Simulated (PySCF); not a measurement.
**Which determinant of TlGe lies lowest?**

Unrestricted PBE0; basis Tl def2-SVP with ECP60, Ge def2-SVP; scalar-relativistic core potentials; PySCF 2.14. Outer shells of the fragments: Tl 5d10 6s2 6p1; Ge 3d10 4s2 4p2.

Followed along the bond (rough minima from three points):

| 2Ms+1 | unpaired | ⟨S²⟩ at the start | R at minimum (Å) | Te (eV) |
| --- | --- | --- | --- | --- |
| 4 | σ ↑, π ↑↑ | 3.75 | 2.74 | 0.00 |
| 2 | σ ↓, π ↑↑ | 1.76 | 2.72 | 0.41 |
| 2 | σ ↑, π ↑↓ | 1.76 | 2.73 | 0.44 |
| 2 | π ↑ | 0.75 | 2.96 | 0.81 |
| 2 | σ ↑ | 0.76 | 2.74 | 1.10 |

Solutions found at the starting distance of 2.590 Å, counted from the lowest of them; the search is not exhaustive and high or unbound solutions are not listed, so other states can lie among these:

| 2Ms+1 | unpaired | term | E (eV) | ⟨S²⟩ | ⟨Lz²⟩ | μ (D) |
| --- | --- | --- | --- | --- | --- | --- |
| 4 | σ ↑, π ↑↑ | ⁴Σ⁻ | 0.00 | 3.75 | 0.00 | -1.95 |
| 2 | σ ↓, π ↑↑ | mixed | 0.40 | 1.76 | 0.00 | -1.86 |
| 2 | σ ↑, π ↑↓ | mixed | 0.44 | 1.76 | 2.01 | -1.75 |
| 2 | σ ↑ | mixed | 1.10 | 0.76 | 2.00 | -1.24 |
| 2 | π ↑ | ²Π | 1.11 | 0.75 | 1.00 | -0.38 |
| 2 | π ↑ | ²Π | 1.22 | 0.77 | 1.01 | -2.32 |

A term symbol is given only where ⟨S²⟩ and ⟨Lz²⟩ are close to those of a pure state; real π, δ and φ orbitals otherwise mix terms. A positive dipole means Tl(−)Ge(+).

Spin–orbit coupling is left out, which matters for elements this heavy, above all for dissociation energies.
